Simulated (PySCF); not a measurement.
Vertical excitation energies

Compound: C6H8O.
Numbering: `[CH2:1]=[CH:2]/[CH:3]=[C:4](\[CH3:5])[CH:6]=[O:7]` (hydrogens: H8, H9 on C1; H10 on C2; H11 on C3; H12, H13, H14 on C5; H15 on C6)

Computed with TDDFT PBE0/def2-SVPD, vertical, gas phase, core orbitals frozen in the response (PySCF 2.14.0, density-fitted response routines). Geometry: GFN2-xTB, one conformer, isolated molecule. Torsions of this conformer, `[CH2:1]=[CH:2]/[CH:3]=[C:4](\[CH3:5])[CH:6]=[O:7]`: C1–C2–C3–C4 180°, C3–C4–C6–O7 0°.

Task: Predict the UV-vis stick spectrum at this level.

Result: 

```csv
state,λ (nm),E (eV),f,|μ| (D),"main configurations (H = HOMO, L = LUMO)"
S1,368.9,3.36,0.0002,0.13,H-1→L (95%)
S2,275.6,4.50,0.529,5.57,H→L (97%)
S3,201.1,6.17,0.013,0.76,"H-2→L (50%), H→L+1 (45%)"
S4,198.2,6.26,0.0008,0.18,"H-1→L+1 (60%), H-3→L (29%)"
S5,195.9,6.33,0.0002,0.10,"H-3→L (68%), H-1→L+1 (27%)"
S6,186.2,6.66,0.0071,0.53,H→L+2 (97%)
S7,180.4,6.87,0.161,2.48,"H→L+1 (48%), H-2→L (42%)"
S8,176.1,7.04,0.0001,0.05,H-4→L (94%)
```

Triplets (Tamm–Dancoff): T1 2.39 eV, H→L (96%); T2 2.89 eV, H-1→L (92%); T3 4.49 eV, H-2→L (57%), H→L+1 (34%).

The lowest singlet comes at 369 nm (324 kJ/mol) in the ultraviolet; it is dark (f under 0.0005); its leading configuration is HOMO-1→LUMO (95%). The most intense listed level is S2 at 4.50 eV (276 nm, f = 0.529), 1.14 eV above S1. Löwdin shares by element: HOMO carbon 73% or more (atoms not listed hold the other 27%); LUMO carbon 50% or more, oxygen 16% (atoms not listed hold the other 35%). Weighted by f, the mean energy of these states is 5.09 eV. The listed states span 3.68 eV, and the widest gap between neighbours is 1.67 eV (S2 to S3). Of the 8 states listed, 3 reach f = 0.01 and 3 stay under 0.0005. No computed singlet lies in the visible range (380 to 750 nm); the lowest, at 369 nm, stands 0.10 eV above its violet end (3.26 eV); a Tamm–Dancoff triplet lies at 519 nm, without intensity as long as spin–orbit coupling is left out. The window holds the lowest 8 singlets.
